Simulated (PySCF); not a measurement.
## Cr (chromium, neutral): UHF calculation

Configuration: [Ar] 3d5 4s1, high-spin 7S determinant. Calculation: PySCF 2.14, in 6-31G* (5s4p2d1f, 34 functions); the non-relativistic Hamiltonian (point nucleus).

```
Total energy                                     : -1043.189426 hartree
One-electron energy                              : -1441.5346 hartree
Hartree (Coulomb) energy                         : 446.2737 hartree
Exchange energy                                  : -47.9285 hartree
Kinetic energy                                   : 1044.14657 hartree
⟨S²⟩                                             : 12.0000
⟨L²⟩                                             : 0.000
Sum of ⟨r⟩                                       : 20.19 bohr
Sum of ⟨r²⟩                                      : 36.78 bohr²
Density at the nucleus (Gaussians lack the cusp) : 8760 bohr⁻³
Spin density at the nucleus                      : 2.06 bohr⁻³
Langevin diamagnetic susceptibility              : -29.1 ×10⁻⁶ cm³/mol
Time after the integrals                         : 0.07 s of wall time on 1 thread of Intel(R) Xeon(R) 6975P-C (shared host)
```

```
shell  electrons  mean orbital energy (hartree)  rms radius, mean of both spins (bohr)
 1s α          1                     -220.24718                                 0.0743
 1s β          1                     -220.24439                                 0.0743
 2s α          1                      -26.14918                                  0.319
 2s β          1                      -26.04707                                  0.319
 2p α          3                      -22.07751                                  0.288
 2p β          3                      -21.97829                                  0.288
 3s α          1                       -3.38446                                  0.978
 3s β          1                       -3.02511                                  0.978
 3p α          3                       -2.19321                                   1.06
 3p β          3                       -1.75642                                   1.06
 3d α          5                       -0.30583                                   1.43
 4s α          1                       -0.20148                                   4.15
```
